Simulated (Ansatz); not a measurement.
Gas-phase electronic energies from Ansatz, PBE0-D4/def2-TZVP geometries. CBS: MP2 limit from def2 TZ/QZ plus the TZ coupled-cluster correction, frozen cores. This one scheme is used for every species, atoms too. Functionals use def2-TZVPP. B3LYP here is the variant with VWN-RPA as its local correlation; programs differ in this. Open shells (•) are unrestricted, without spin–orbit coupling. Spin–orbit coupling would lower the free atoms: a little for C, F, O, Si; clearly for Se. Bonds to Se are less sure, by a few kJ/mol each and by 10 to 20 or more in all where they break to atoms, as the def2 sets lack core-valence functions. Scalar relativity is left out up to krypton. One conformer a species, not always the lowest.

Reaction (atomization): `C[Se][SiH](O)F` → C• + F• + 5 H• + O• + Se• + Si•

CCSD(T)/CBS gives +890.0 kcal/mol.

**Question.** Another level gave +873.4 kcal/mol. Which?
A. B3LYP-D4/def2-TZVPP
B. CCSD(T)/def2-TZVPP
C. ωB97X-V/def2-TZVPP
D. B2PLYP/def2-TZVPP

**Answer.** D. B2PLYP 873.4, B3LYP-D4 880.1, CCSD(T)/def2-TZVPP 863.2, ωB97X-V 886.5 kcal/mol.

Largest T1 diagnostic among the species: 0.012.

From PBE to PBE0 (25 % exact exchange), in def2-TZVPP and without D4, ΔE moves by −15.9 kcal/mol: exact exchange takes away binding that semilocal exchange gives to molecules. The D4 term adds +9.1 kcal/mol with B3LYP and +4.8 kcal/mol with PBE0; it sums over pairs of atoms, weighted by their polarisabilities, and B3LYP, whose exchange is more repulsive, gets the larger term.

For atomizations the MP2-based limit and the directly extrapolated one differ by several kJ/mol either way, and by 10 to 25 for some Ge, Se and Sn compounds, so smaller differences from it don't rank the levels.
